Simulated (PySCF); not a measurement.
Coordinates in bohr (charge 0 multiplicity 1):
```
Se    0.0000    0.0000   -1.8076
Br    3.3990    0.0000    0.9153
Br   -3.3990    0.0000    0.9153
```

All numbers come from PySCF, PBE0, basis Se def2-TZVP, Br def2-TZVP (no relativity, density fitting).

This geometry of SeBr₂ is a stationary point at this level.

(1) What is the point group?

(2) Is it a minimum?

(3) Which band is strongest in the infrared?

(4) Give the ideal-gas entropy at 298.15 K and 1 bar by parts.

## Answers

(1) C2v.

(2) Yes: all harmonic wavenumbers are real.

(3) 305 cm⁻¹ (b2), 27 km/mol.

(4) translation 177.1, rotation 115.0, vibration 25.6, spin 0.0; total 317.6 J/(mol K).
